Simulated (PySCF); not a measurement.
## I (iodine, neutral): UHF calculation

Configuration: [Kr] 4d10 5s2 5p5, 2P determinant. Computed with PySCF 2.14 in aug-cc-pVTZ-PP with one added diffuse shell each of d, f type with ECP28MDF (6s5p5d3f, 67 functions), with scalar relativity through the core potential.

```
Total energy                                                  : -294.661906 hartree
One-electron energy                                           : -513.6473 hartree
Hartree (Coulomb) energy                                      : 240.0082 hartree
Exchange energy                                               : -21.0228 hartree
⟨S²⟩                                                          : 0.7610
⟨L²⟩                                                          : 2.046
Sum of ⟨r⟩                                                    : 32.18 bohr
Sum of ⟨r²⟩                                                   : 60.24 bohr²
Traceless quadrupole moment −½Σ⟨3z² − r²⟩ along its main axis : 2.67 e·bohr²
```

| shell | electrons | mean orbital energy (hartree) | spread (hartree) | rms radius, mean of both spins (bohr) |
| --- | --- | --- | --- | --- |
| 4s α | 1 | -7.74960 | 0 | 0.796 |
| 4s β | 1 | -7.74185 | 0 | 0.796 |
| 4p α | 3 | -5.57451 | 0.02330 | 0.854 |
| 4p β | 3 | -5.56673 | 0.00340 | 0.854 |
| 4d α | 5 | -2.30119 | 0.02507 | 0.999 |
| 4d β | 5 | -2.29503 | 0.01366 | 0.999 |
| 5s α | 1 | -0.92285 | 0 | 2.15 |
| 5s β | 1 | -0.83307 | 0 | 2.15 |
| 5p α | 3 | -0.41979 | 0.06049 | 2.66 |
| 5p β | 2 | -0.38246 | 0 | 2.66 |

Energies and moments cover only the electrons outside the core potential.
